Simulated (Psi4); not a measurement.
O$_{2}$Ti (SMILES [O]=[Ti]=[O]), singlet, geometry from GFN2-xTB (such geometries of metal compounds can be far from the true shape).

Here is a job for Psi4.
```
memory 2 GB

molecule mol {
0 1
Ti    0.238994    0.045731    0.286556
O     0.695269    0.116723   -1.276621
O    -1.352503   -0.242482    0.488593
}

set {
  basis aug-cc-pvdz
  reference rks
}

energy('pbe')
print_variables()
```

Problem. Predict the dipole moment from Psi4 with PBE/aug-cc-pVDZ.

Solution. 6.25 D

Problem. Predict the total energy from PBE/aug-cc-pVDZ.

Solution. -999.6548 Eh
